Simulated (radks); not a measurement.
Numerical settings for neutral palladium, [Kr] 4d10. Calculated with a radial shooting solver on a logarithmic mesh with Libxc functionals: non-relativistic Kohn-Sham, PBE, spin-polarised, spherical densities, point nucleus; relativity is left out, which matters for an element this heavy. The defaults (mesh step 0.008 in ln r, mesh end at 40 bohr or more with all orbitals vanishing there, Anderson mixing 0.5 over 9 steps, residual threshold near 1e-9 with the energy settled to 1e-9 hartree or 1e-11 of itself, here a cap of 95 iterations) give E = -4939.7934 hartree and 4d at -4.111 eV in 15 iterations. Run on one thread of a shared host, so times are rough (Arm Neoverse N1): 0.24 s of CPU time, 0.24 s wall, 15 iterations on 2669 mesh points. Changes against that run (0 stands for a change within the tolerance of the run):

\begin{tabular}{lrrrrr}
setting & iterations & converged & E (mhartree) & e(4d) (meV) & CPU (s) \\ \hline
mesh step in ln r 0.05 & 15 & yes & +0.0519 & 0 & 0.06 \\
mesh step in ln r 0.012 & 15 & yes & 0 & 0 & 0.17 \\
mesh step in ln r 0.2 & 4 & no & diverged & - & 0.01 \\
mesh end (bohr) 1 & 13 & level above zero & +1.91e+05 & +4.85e+05 & 0.14 \\
mesh end (bohr) 8 & 15 & yes & +1.1 & +92.3 & 0.22 \\
residual threshold 0.01 & 10 & yes & 0 & +1.47 & 0.19 \\
residual threshold 0.1 & 10 & yes & 0 & +1.47 & 0.19 \\
mixing 1 & 13 & yes & 0 & 0 & 0.22 \\
linear mixing, mixing 0.8 & 95 & no & +9.65e+03 & -1.45e+05 & 2.7 \\
linear mixing, mixing 0.05 & 95 & no & +0.0049 & -31.6 & 1.2 \\
mixing history 20 & 22 & yes & 0 & 0 & 0.33 \\
iteration cap 2 & 2 & no & +194 & -1.02e+04 & 0.05 \\
\end{tabular}

Settled on a wrong energy, with an occupied level pushed above zero by the early mesh end: mesh end (bohr) 1 (+191 hartree). Apart from these: settings that end as converged yet miss the energy by more than 1 mhartree: mesh end (bohr) 8 (+0.0011 hartree). A mesh that ends early acts as a hard wall.
